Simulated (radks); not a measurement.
The numbers below are computed, except where a source is named.
Question: Orbital eigenvalues (eV) of the praseodymium ion Pr+, [Xe] 4f3 6s1, of relativity; Dirac values are averaged over j with weights 2j + 1. Spin-unpolarised spherical Kohn-Sham, LDA (Slater exchange, Perdew-Wang correlation), point nucleus unless stated (finite: rms radius 4.8919 fm), a radial shooting solver on a logarithmic mesh with Libxc functionals. A level marked "c x" has the speed of light scaled by that factor and shares open shells by 2j + 1; other Dirac levels either fill j = l - 1/2 first or share by 2j + 1.

| shell | non-rel. |
|---|---|
| 3s | -1337.1 |
| 3p | -1194.7 |
| 3d | -928.63 |
| 4s | -266.40 |
| 4p | -212.95 |
| 4d | -118.83 |
| 5s | -41.056 |
| 5p | -26.929 |
| 4f | -9.9968 |
| 5d (empty) | -8.0089 |
| 6s | -7.9144 |
| 6p (empty) | -5.3567 |

Give the values at the level "Dirac, c x 100".

Answer: 
shell       Dirac, c x 100  change of magnitude (%)
3s                 -1337.1                    0.00
3p                 -1194.7                    0.00
3d                 -928.63                    0.00
4s                 -266.40                    0.00
4p                 -212.95                    0.00
4d                 -118.83                    0.00
5s                 -41.056                    0.00
5p                 -26.929                    0.00
4f                 -9.9965                    0.00
5d (empty)         -8.0088                    0.00
6s                 -7.9144                    0.00
6p (empty)         -5.3567                    0.00
